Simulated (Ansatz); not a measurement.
The same bond dissociation along the group F, Cl, Br.

Computed with Ansatz on PBE0-D4/def2-TZVP structures; ΔE is electronic, products minus reactants. CCSD(T)/CBS adds triple-zeta CCSD(T) − MP2 to the extrapolated MP2 energy (def2 sets, frozen cores). This one scheme is used for every species, atoms too. Functionals use def2-TZVPP. B3LYP here is the variant with VWN-RPA as its local correlation; programs differ in this. No spin–orbit coupling; open shells (•) take unrestricted orbitals. Spin–orbit coupling would lower the free atoms: a little for Cl, F; clearly for Br. For Br outer-core shells are correlated without core-valence functions, so the limit isn't a true one: a few kJ/mol of doubt a bond, and 10 to 20 or more in all where bonds break to atoms. Scalar relativity is left out up to krypton. One conformer a species, not always the lowest.

| reaction | B3LYP-D4 (kcal/mol) | revPBE-D4 (kcal/mol) | HF/CBS(def2) (kcal/mol) |
| --- | --- | --- | --- |
| `[CH3][Al]([F])[SH]` → `[CH3][Al][SH]`• + F• | 155.2 | 150.9 | 120.5 |
| `[CH3][Al]([SH])[Cl]` → `[CH3][Al][SH]`• + Cl• | 116.6 | 114.5 | 94.9 |
| `[CH3][Al]([SH])[Br]` → `[CH3][Al][SH]`• + Br• | 103.1 | 100.9 | 82.5 |

Task: Give the CCSD(T)/CBS values in the same order. (An estimate is asked.)

Result: The calculation gave: 161.2, 122.4, 110.4 kcal/mol.

Largest T1 diagnostic: 0.014, for `[CH3][Al][SH]`•.
